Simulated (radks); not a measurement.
Values are calculated unless marked as measured or tabulated.
Question: Excited configurations of Kr II: one electron is placed in a higher orbital outside [Ar] 3d10 4s2 4p4. The ground configuration is [Ar] 3d10 4s2 4p5. Level of theory: scalar-relativistic Kohn-Sham, SCAN, spin-polarised, spherical densities, finite nucleus; open shells are filled with parallel spins first; meta-GGA in the generalised Kohn-Sham scheme; Fermi nuclear charge, rms radius 4.1884 fm (a radial shooting solver on a logarithmic mesh with Libxc functionals). Excitation = E - E(ground); binding = E(ion) - E, where the ion is the core of charge +2; n* = 2/sqrt(2 binding) in atomic units, and the quantum defect is n - n*.

outer orbital  excitation (eV)  binding (eV)     n*  quantum defect  eigenvalue (eV)  <r> (bohr)
4d                      15.891         8.665  2.506           1.494           -5.570       3.244
4f                      21.134         3.422  3.988           0.012           -2.449       8.842
5p                      17.034         7.522  2.690           2.310           -5.930       5.173
5d                      20.100         4.456  3.495           1.505           -3.360       7.957
6p                      20.529         4.027  3.676           2.324           -3.232       9.985
6d                      21.819         2.737  4.459           1.541           -2.155       13.92
7p                      22.036         2.520  4.648           2.352           -2.039       16.27
7d                      22.704         1.852  5.421           1.579           -1.488       21.33

Estimate the row for 7f.

Answer: excitation (eV) 23.362; binding (eV) 1.194; n* 6.752; quantum defect 0.248; eigenvalue (eV) -0.962; <r> (bohr) 32.44. The Delta-SCF ionisation energy is 24.556 eV (NIST Atomic Spectra Database: 24.360 eV, measured). Self-interaction in the functional shifts the binding energies and quantum defects, so they are the method's values and not measured ones. Open shells are spherical and high-spin; term and fine-structure splittings are not resolved.
